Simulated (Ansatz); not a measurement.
An input meant for Cd₆CuTe₆Cl₂ (charge 0, doublet).

```yaml
crystal:
  periodic: [false, false, false]
  atoms:
    - {symbol: Cd, position_ang: [1.164766, -3.423930, -0.182196]}
    - {symbol: Cd, position_ang: [-1.770461, 2.764682, -1.899700]}
    - {symbol: Cd, position_ang: [-0.599109, -0.142138, -1.441038]}
    - {symbol: Cu, position_ang: [-1.472618, -0.491485, 1.351851]}
    - {symbol: Cd, position_ang: [0.934283, -1.198067, 2.549379]}
    - {symbol: Cd, position_ang: [-0.363199, 2.166872, 1.256624]}
    - {symbol: Cd, position_ang: [2.891669, -0.750069, -0.240659]}
    - {symbol: Te, position_ang: [-3.132504, 0.974905, -0.044519]}
    - {symbol: Te, position_ang: [-1.419687, -2.559907, -0.261596]}
    - {symbol: Te, position_ang: [3.085901, -2.702354, 1.800084]}
    - {symbol: Te, position_ang: [-1.581764, 4.468197, 0.196900]}
    - {symbol: Te, position_ang: [1.615995, 1.574534, -0.803221]}
    - {symbol: Te, position_ang: [-0.703475, 0.644151, 3.600781]}
    - {symbol: Cl, position_ang: [-1.219136, 1.168285, -3.719653]}
    - {symbol: Cl, position_ang: [2.569341, -2.493686, -2.163045]}
basis:
  gaussian: {orbitals: def2-SVPD, fitting: {mean_field: def2-universal-jkfit}}
magnetization: {spin_polarized: true, initial_magnetization: 1}
hamiltonian: {xc: {name: TPSS}}
scf: {omitted_lower_state_checks: [starts]}
output: {forces: true}
```

```sh
$ ansatz run in.yaml --threads 2 --pin off --events-out ev --progress --plain --max-ram 32768MiB --backend cuda --devices 0, --max-vram 18GiB
```

(1) Predict how Ansatz answers.

Answers

(1) The input was rejected before any iteration. The method's name isn't one that the program takes here.
```
Error: YAML parse error: error: line 22 column 19: hamiltonian.xc: no functional is named "TPSS"; the names, which are not case-sensitive, are SVWN5, SPW92, PBE, PBE0, PBEsol, revPBE, revPBE0, RPBE, rPW86-PBE, HSE06, wPBEh, LC-wPBE, HISS, HF, BLYP, B3LYP, B3LYP5, BHLYP, CAM-B3LYP, r2SCAN, r2SCANh, r2SCAN0, r2SCAN50, m-r2SCAN, B97, wB97, wB97X, wB97X-V, B97M-V, wB97M-V, B2PLYP, B2GP-PLYP, PBE0-DH, PBE-QIDH
20 |   gaussian: {orbitals: def2-SVPD, fitting: {mean_field: def2-universal-jkfit}}
21 | magnetization: {spin_polarized: true, initial_magnetization: 1}
22 | hamiltonian: {xc: {name: TPSS}}
23 | scf: {omitted_lower_state_checks: [starts]}
24 | output: {forces: true}
```
